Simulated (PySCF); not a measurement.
C2H8ClNSi. Atoms are numbered in the order given.

```xyz
13

Si     0.0904    -0.3512     0.3178
N      0.8333    -1.5247    -0.7029
Cl     1.3933     1.1867     0.9342
C     -1.3160     0.4757    -0.6058
C     -2.4119    -0.4937    -1.0683
H     -0.3328    -1.0508     1.5577
H      1.4875    -2.1938    -0.3066
H      1.1270    -1.2556    -1.6383
H     -0.8744     1.0102    -1.4665
H     -1.7302     1.2638     0.0464
H     -3.2039     0.0274    -1.6298
H     -1.9991    -1.2823    -1.7165
H     -2.8913    -0.9962    -0.2122
```

Geometry optimised at B3LYP-D3(BJ)/def2-SVP. The values are those of a single conformer.

Computed with PBE/pcSseg-1 in PySCF.

GIAO shieldings, no solvent; atoms listed in one row are averaged. δ = σ(ref) − σ: ²⁹Si against TMS (σ = 335.4 ppm); ¹⁵N against NH3 (σ = 267.0 ppm); ³⁵Cl against HCl (σ = 936.5 ppm); ¹³C against TMS (σ = 182.0 ppm); ¹H against TMS (σ = 31.49 ppm), references at their B3LYP-D3(BJ)/def2-TZVP geometries, non-relativistic (without spin–orbit terms, shifts of atoms bonded to Cl or Br come out too high).

**Question.** Estimate the chemical shifts. (An estimate is asked for; the answer gives what the named calculation found.)

**Answer.** 
```tsv
nucleus	atoms	count	δ (ppm)
²⁹Si	Si1	1	6.1
¹⁵N	N2	1	43.0
³⁵Cl	Cl3	1	97.6
¹³C	C4	1	17.7
¹³C	C5	1	12.2
¹H	H6	1	5.52
¹H	H11, H12, H13	3	1.39
¹H	H7	1	1.38
¹H	H9, H10	2	1.16
¹H	H8	1	0.97
```
